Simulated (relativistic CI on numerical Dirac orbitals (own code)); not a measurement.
# Hyperfine structure of As⁷⁺, mass number 75

Computed by Dirac-Coulomb-Breit CI, KLI orbitals optimised for each configuration, model QED (radiative potential, 1s self-energy scaled to tabulated hydrogen-like ionisation energies), unscaled Slater integrals (own radial code, finite nucleus).

Configurations in the expansion (outside the closed core [Ne]): 3s²3p⁶3d⁸, 3s²3p⁵3d⁹, 3s²3p⁶3d⁷4s, 3s²3p⁶3d⁷4p, 3s²3p⁴3d¹⁰, 3s3p⁶3d⁹, 3s²3p⁶3d⁶4s², 3s²3p⁶3d⁷4d, 3s²3p⁶3d⁶4s4p, 3s²3p⁶3d⁷5s, 3s²3p⁶3d⁶4p², 3s²3p⁶3d⁷4f, 3s²3p⁶3d⁷5p, 3s²3p⁶3d⁶4s4d, 3p⁶3d¹⁰, 3s²3p⁶3d⁷5d. Levels of other configurations are missing.

Nuclear spin I = 3/2, μ = 1.4383 μN, Q = 0.311 b (tables of Stone and Pyykkö). The electronic factors are computed for point nuclear moments, without core polarisation or the Bohr-Weisskopf and QED corrections.

```
          Level   E (eV)  A (MHz)  B (MHz)
  3s²3p⁶3d⁸ ³F4   0.0000     1239     -397
  3s²3p⁶3d⁸ ³F3   0.6206     1688     -291
  3s²3p⁶3d⁸ ³F2   0.9774     2345     -234
  3s²3p⁶3d⁸ ¹D2   3.1483     1632      331
  3s²3p⁶3d⁸ ³P2   4.1413     1480      533
  3s²3p⁶3d⁸ ³P1   4.2290   -35.19     -282
  3s²3p⁶3d⁸ ¹G4   5.5926     1808    -1600
3s²3p⁶3d⁷4s ⁵F5  62.1640     4033      419
```

Levels with J = 0, under 50 % of one LS term, or S terms without an open s electron are left out. Small factors come from cancelling terms and can be off by tens of per cent or more.

At this charge configurations can still be misplaced by up to about 7 % of their energy. Terms inside the open d or f shell come out 10 to 20 % too wide with unscaled integrals.

**Question.** Give the hyperfine levels of 3s²3p⁶3d⁸ ³F4 relative to its centre of gravity.

**Answer.** With K = F(F + 1) − I(I + 1) − J(J + 1), E = AK/2 + B[¾K(K + 1) − I(I + 1)J(J + 1)]/[2I(2I − 1)J(2J − 1)]: F = 5/2: -9488, F = 7/2: -4878, F = 9/2: 793.1, F = 11/2: 7335 MHz.

LS names give the leading component of a level, which can be under half, so a name can repeat, a term be missing and a line seem to break the LS rules.
